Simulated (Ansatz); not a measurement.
Isolated molecules relaxed with PBE0-D4/def2-TZVP in Ansatz; ΔE leaves out vibrations. CCSD(T)/CBS is the MP2 limit (def2-TZVPP, def2-QZVPP) plus CCSD(T) − MP2 in def2-TZVPP, frozen cores. This one scheme is used for every species. Functionals use def2-TZVPP. B3LYP here is the variant with VWN-RPA as its local correlation; programs differ in this. HSE06 is defined as in plane-wave codes. One conformer a species, not always the lowest.

Reaction (cleavage of the B–Al bond): `F[B](F)[AlH2]` + `O[SiH3]` → `FB(F)O[SiH3]` + `[AlH3]`

| level | ΔE (kcal/mol) | difference from CCSD(T)/CBS |
| --- | --- | --- |
| LDA (SPW92) | -36.3 | 1.4 |
| revPBE-D4 | -34.0 | 3.7 |
| BLYP-D4 | -36.5 | 1.2 |
| r2SCAN-D4 | -38.5 | -0.8 |
| B97M-V | -43.0 | -5.3 |
| PBE0-D4 | -36.4 | 1.3 |
| B3LYP-D4 | -38.4 | -0.7 |
| r2SCANh-D4 | -39.0 | -1.3 |
| r2SCAN0-D4 | -39.7 | -2.0 |
| HSE06-D4 | -36.4 | 1.3 |
| BHLYP-D4 | -41.2 | -3.5 |
| CAM-B3LYP-D4 | -39.5 | -1.8 |
| ωB97X-V | -37.5 | 0.2 |
| ωB97M-V | -38.6 | -0.9 |
| B2PLYP | -38.5 | -0.8 |
| PBE-QIDH | -38.5 | -0.8 |
| PBE | -33.3 | 4.4 |
| revPBE | -32.4 | 5.3 |
| r2SCAN | -38.3 | -0.6 |
| B3LYP | -37.7 | 0.0 |
| r2SCANh | -38.8 | -1.1 |
| r2SCAN0 | -39.6 | -1.9 |
| HSE06 | -36.0 | 1.7 |
| BHLYP | -40.7 | -3.0 |
| CAM-B3LYP | -39.1 | -1.4 |
| LC-ωPBE | -36.5 | 1.2 |
| RPA@PBE/def2-TZVPP | -37.3 | 0.4 |
| HF/def2-SVP | -48.5 | -10.8 |
| MP2/def2-SVP | -46.2 | -8.5 |
| CCSD/def2-SVP | -45.0 | -7.3 |
| CCSD(T)/def2-SVP | -44.7 | -7.0 |
| HF/def2-TZVPP | -44.0 | -6.3 |
| SCS-MP2/def2-TZVPP | -39.5 | -1.8 |
| CCSD/def2-TZVPP | -39.1 | -1.4 |
| CCSD(T)/def2-TZVPP | -38.4 | -0.7 |
| HF/def2-QZVPP | -44.1 | -6.4 |
| SCS-MP2/def2-QZVPP | -39.2 | -1.5 |
| HF/CBS(def2) | -44.2 | -6.5 |
| MP2/CBS(def2) | -38.7 | -1.0 |
| CCSD/CBS(def2) | -38.4 | -0.7 |
| CCSD(T)/CBS | -37.7 | 0 |

What do rigid-rotor, harmonic-oscillator terms from PBE0-D4/def2-TZVP frequencies (298.15 K, 1 bar) make of the CCSD(T)/CBS value? (Best estimate.)

Ansatz gave: ΔZPE = -1.4 kcal/mol, ΔH = -39.2 kcal/mol, ΔS = -19 J/(mol·K), ΔG = -37.9 kcal/mol. Modes under 50 cm⁻¹ make the entropy rough.

Largest T1 diagnostic among the species: 0.014.

At CCSD(T), def2-SVP lies −7.0 kcal/mol from the extrapolated value and def2-TZVPP −0.7 kcal/mol. Leaving LDA and LC-ωPBE aside and taking each functional with its dispersion term where it has one, the values, not all of them listed here, spread over 9.2 kcal/mol, from B97M-V to PBE-D4. LDA lies −3.0 kcal/mol from PBE without D4. From BLYP to BHLYP (50 % exact exchange), in def2-TZVPP and without D4, ΔE moves by −5.3 kcal/mol.
